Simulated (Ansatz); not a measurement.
```yaml
crystal:
  periodic: [true, true, true]
  atoms:
    - {symbol: Br, position_ang: [-0.304360, 1.800811, -0.474224]}
    - {symbol: Ge, position_ang: [-0.865972, -0.400057, 0.214255]}
    - {symbol: Br, position_ang: [1.164657, -1.478940, 0.184143]}
basis:
  gaussian: {orbitals: cc-pVQZ}
magnetization: {spin_polarized: true, initial_magnetization: 0}
hamiltonian: {xc: {name: B3LYP}, dispersion: d4}
```

```sh
$ ansatz run in.yaml --threads 4 --pin off --events-out ev --progress --plain --max-ram 10444MiB
```

Output, abridged:

```
Error: YAML parse error: error: line 2 column 3: crystal: missing field `lattice` (a structure is typed as `lattice` and `atoms`, a molecule's as `atoms` in Å alone, or read from a run's directory, `checkpoint`)
 --> <input>:2:3
1 | crystal:
2 |   periodic: [true, true, true]
3 |   atoms:
4 |     - {symbol: Br, position_ang: [-0.304360, 1.800811, -0.474224]}
```

In this input the molecule is marked periodic without a cell. The input was rejected before any iteration.
